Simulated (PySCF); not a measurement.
C₄H₁₀Cd, charge -1, doublet, at a GFN2-xTB geometry (such geometries of metal compounds can be far from the true shape) (a state made from the parent by changing its charge; the spin is typed, not shown lowest) (core potentials on Cd) (in this run its highest filled SCF level lies above zero, so its values depend strongly on the basis, on diffuse functions most of all). Base run: DF-B3LYP/def2-SV(P) (PySCF).

Here is a job for PySCF.
```python
from pyscf import gto, scf, dft

mol = gto.Mole()
mol.atom = '''
    Cd    0.618715    0.173859    0.120915
    C    -1.055967   -0.769512    2.040498
    C    -0.762210   -2.267040    2.103671
    H    -2.081399   -0.640629    1.643841
    H    -1.083868   -0.383740    3.077677
    H     0.209031   -2.454982    2.574674
    H    -0.734396   -2.700126    1.096369
    H    -1.509695   -2.849936    2.680170
    C    -0.468409    0.341747   -2.361739
    C    -1.012049    1.767516   -2.429070
    H    -1.330830   -0.352176   -2.374077
    H     0.089588    0.144941   -3.297286
    H    -0.195262    2.493442   -2.510598
    H    -1.583763    2.007905   -1.524379
    H    -1.685915    1.953805   -3.290474
'''
mol.basis = 'def2-sv(p)'
mol.ecp = {'Cd': 'def2-sv(p)'}
mol.charge = -1
mol.spin = 1
mol.verbose = 4
mol.build()

mf = dft.UKS(mol)
mf.xc = 'b3lyp'
mf = mf.density_fit(auxbasis='def2-universal-jkfit')
mf.kernel()
```

Variants of this job, named by their change:

```
change                                       ΔE vs base (µEh)  SCF cycles  <S^2>
-------------------------------------------  ----------------  ----------  -----
base                                                      0.0          16  0.763
conv_tol = 1e-11                                          0.0          20  0.763
init_guess = huckel                                       0.0          15  0.763
init_guess = mod_huckel                                   0.0          14  0.763
level_shift = 0.5 (with mf.max_cycle = 100)               0.0          35  0.763
level_shift = 0.3 (with mf.max_cycle = 100)               0.0          24  0.763
conv_tol = 1e-4                                           2.1          10  0.764
conv_tol = 1e-7                                           0.0          13  0.763
diis_space = 4                                            0.0          22  0.763
conv_tol = 1e-12                                          0.0          21  0.763
diis_space = 20                                           0.0          16  0.763
diis_space = 12                                           0.0          16  0.763
solver = newton                                           0.0           -  0.763
```

Open shells are given as the SCF converged; they aren't shown to be the lowest states, and a large step between rows can be another state.
